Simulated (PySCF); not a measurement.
EPR parameters of C5HClF5

Compound: C5HClF5 (doublet state).
Z-matrix (Å and degrees, GFN2-xTB geometry), rows numbered from 1:
```
F 
C   1  1.3373
F   2  1.3336  1  107.24
F   2  1.3283  1  107.65  3   115.79
C   2  1.5506  1  110.18  3  -120.91
F   5  1.3524  2  108.68  1  -174.50
F   5  1.3825  2  106.89  1   -61.83
C   5  1.4814  2  111.04  1    62.02
C   8  1.4759  5  129.46  2  -153.58
C   9  1.3340  8   62.22  5   115.45
Cl 10  1.6475  8  146.46  9   176.75
H   9  1.0622  8  147.07 10  -175.87
```

The hyperfine couplings belong to this conformer and change with its torsions.

The species is `FC(F)(F)C(F)(F)[C]1C=C1Cl` [radical].

The calculation used UKS B3LYP, pcH-1 on C Cl F H, non-relativistic, mean-field spin-orbit, GIAO in PySCF 2.14.0. The structure is a single GFN2-xTB conformer in the gas phase; no vibrational or solvent corrections. A GFN2-xTB geometry isn't a minimum of the functional, and hyperfine couplings can be far from their values at a DFT geometry. No stability test was run, so a lower SCF solution isn't excluded.

```json
{
 "g1, g2, g3": "2.00211, 2.00284, 2.00347",
 "g_iso": "2.00281",
 "Form of g": "rhombic: the two nearest values differ by 46 % of g3 − g1",
 "⟨S²⟩": "0.7541 (exact 0.7500)",
 "α and β electrons": "47, 46",
 "Total energy": "-1150.41898 Eh",
 "Basis functions": "295"
}
```

Hyperfine couplings atom by atom, in 10⁻⁴ cm⁻¹; T1 to T3 are the principal values of the dipolar part (1 × 10⁻⁴ cm⁻¹ = 2.998 MHz):

| atom | isotope | a_iso | of which spin–orbit | T1 | T2 | T3 | Mulliken spin population |
| --- | --- | --- | --- | --- | --- | --- | --- |
| F1 | 19F | 0.5 | 0.0 | -1.4 | -0.8 | 2.2 | 0.00 |
| C2 | 13C | -1.4 | 0.0 | -0.4 | -0.2 | 0.6 | 0.00 |
| F3 | 19F | 10.9 | 0.0 | -3.8 | -3.6 | 7.4 | 0.00 |
| F4 | 19F | -0.6 | 0.0 | -0.6 | -0.1 | 0.7 | 0.00 |
| C5 | 13C | 30.0 | 0.0 | -3.1 | -2.4 | 5.5 | 0.03 |
| F6 | 19F | 4.8 | 0.0 | -3.6 | -3.5 | 7.0 | 0.00 |
| F7 | 19F | 44.9 | 0.2 | -29.6 | -27.6 | 57.2 | 0.03 |
| C8 | 13C | 114.1 | 0.0 | -20.5 | -18.7 | 39.2 | 0.74 |
| C9 | 13C | 3.3 | 0.0 | -6.8 | -5.4 | 12.2 | 0.18 |
| C10 | 13C | -4.7 | 0.0 | -4.3 | -1.7 | 5.9 | 0.03 |
| Cl11 | 35Cl | -0.2 | 0.0 | -1.0 | -0.6 | 1.6 | 0.00 |
| H12 | 1H | -6.5 | 0.0 | -3.6 | -0.6 | 4.2 | -0.01 |

Largest spin populations (Mulliken): C8 (+0.74) and C9 (+0.18). The angles at C8 add up to 313.5°, so it is pyramidal.

Under fast tumbling the dipolar parts average out, and these isotropic splittings remain: 2 × 19F (F6/F7, I = 1/2, 3 lines) with 2.65 mT, 1 × 1H (H12, I = 1/2, 2 lines) with 0.69 mT and 3 × 19F (F1/F3/F4, I = 1/2, 4 lines) with 0.39 mT.

Class means assume fast exchange of nuclei equivalent by connectivity; if that motion is slow, each nucleus keeps its own coupling. The three 19F nuclei of mean +10.8 MHz run from -1.8 to 32.8 MHz in the frozen geometry. The 19F value of +74.4 MHz is a mean of couplings from 14.3 to 134.5 MHz in this one geometry, not an average over conformers.

The 13C coupling of C8 (342.1 MHz) shows only in satellite lines or after enrichment, since that isotope makes up about 1.07 % of natural carbon.

Time: 1.8 min (grids of density and orbitals included); peak memory 1.1 GiB. Hardware: an Arm Neoverse V2 with one thread, shared host.
